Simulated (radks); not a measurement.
The numbers below are computed, except where a source is named.
Task: Tl59+, configuration [Ar] 3d4. Code: a radial shooting solver on a logarithmic mesh with Libxc functionals. Model: Dirac Kohn-Sham, relativistic LDA (MacDonald-Vosko exchange, VWN5 correlation), spin-unpolarised, spherical densities, finite nucleus; open shells fill j = l - 1/2 first; Fermi nuclear charge, rms radius 5.4759 fm. Some entries of the table are withheld. Estimate them.

orbital,occ.,eigenvalue (eV),r(max) (bohr),<r> (bohr)
1s1/2,2,-88964.26,0.01009,0.01640
2s1/2,2,-19161.27,(1),0.06799
2p1/2,2,-18602.96,0.04286,0.05580
2p3/2,4,-16544.16,0.05036,0.06438
3s1/2,2,-7239.027,(2),0.1695
3p1/2,2,-7012.083,0.1486,0.1592
3p3/2,4,-6496.501,0.1625,0.1728
3d3/2,4,-6160.628,(3),0.1483
3d5/2,0,-6044.477,(4),0.1525
4s1/2,0,(5),0.3260,0.3242
4p1/2,0,-3632.333,0.3182,0.3168
4p3/2,0,-3438.962,0.3386,0.3354

Result: 
(1) 2s1/2 r(max) (bohr): 0.05848
(2) 3s1/2 r(max) (bohr): 0.1602
(3) 3d3/2 r(max) (bohr): 0.1246
(4) 3d5/2 r(max) (bohr): 0.1283
(5) 4s1/2 eigenvalue (eV): -3730.922
